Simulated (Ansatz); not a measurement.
CH3AlClNS, SMILES `N=[CH][Al]([SH])[Cl]`, relaxed with RKS PBE0-D4/def2-TZVP in Ansatz from a PBE-D4/def2-SVP geometry. The force threshold is 0.005 eV/Å; the program also tests the step.

Total charge 0; spin multiplicity 1.

Start:

```xyz
8

N    -0.220    0.313   -2.115
C    -0.664    0.787   -1.002
Al   -0.111    0.099    0.779
S     1.404   -1.490    0.700
Cl   -0.876    0.766    2.637
H     0.453   -0.465   -1.952
H    -1.394    1.626   -1.102
H     1.408   -1.636    2.055
```

```
step  energy (eV)  largest force (eV/Å)  largest move (Å)
   1  -32521.3237                 0.940             0.000
   2  -32521.3609                 0.205             0.047
   3  -32521.3632                 0.083             0.015
   4  -32521.3633                 0.057             0.023
   5  -32521.3641                 0.036             0.012
   6  -32521.3642                 0.040             0.013
   7  -32521.3642                 0.024             0.004
   8  -32521.3643                 0.008             0.010
   9  -32521.3643                 0.007             0.007
  10  -32521.3643                 0.004             0.005
```

End:

```xyz
8

N    -0.216    0.332   -2.091
C    -0.670    0.776   -0.988
Al   -0.100    0.073    0.759
S     1.377   -1.522    0.716
Cl   -0.842    0.783    2.583
H     0.467   -0.419   -1.957
H    -1.407    1.584   -1.080
H     1.391   -1.607    2.058
```

Run time 26 s (2 threads of an AMD EPYC 9R45 on a shared host); peak host memory 0.52 GiB.
